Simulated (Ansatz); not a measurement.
Reaction (homolysis of the F–Si bond): `CO[SiH](F)OC` → F• + `CO[SiH]OC`•

Gas-phase electronic energies from Ansatz, PBE0-D4/def2-TZVP geometries. CBS: MP2 limit from def2 TZ/QZ plus the TZ coupled-cluster correction, frozen cores. This one scheme is used for every species, atoms too. Open shells (•) are unrestricted, without spin–orbit coupling. Spin–orbit coupling would lower the free atoms: a little for F. One conformer a species, not always the lowest.

```
       species  CCSD/CBS(def2) energy (Eh)
`CO[SiH](F)OC`                  -619.64130
            F•                   -99.66528
  `CO[SiH]OC`•                  -519.71015
```

Question: Work out ΔE.

Answer: ΔE = (-99.66528) + (-519.71015) − (-619.64130) = 0.26587 Eh = +698.0 kJ/mol. CCSD(T)/CBS gives +705.7 kJ/mol.

Largest T1 diagnostic among the species: 0.014.

From PBE to PBE0 (25 % exact exchange), in def2-TZVPP and without D4, ΔE moves by −10.6 kJ/mol: exact exchange takes away binding that semilocal exchange gives to molecules. The D4 term adds +3.3 kJ/mol with B3LYP and +1.9 kJ/mol with PBE0; it sums over pairs of atoms, weighted by their polarisabilities, and B3LYP, whose exchange is more repulsive, gets the larger term.

B3LYP here is the variant with VWN-RPA as its local correlation; programs differ in this.
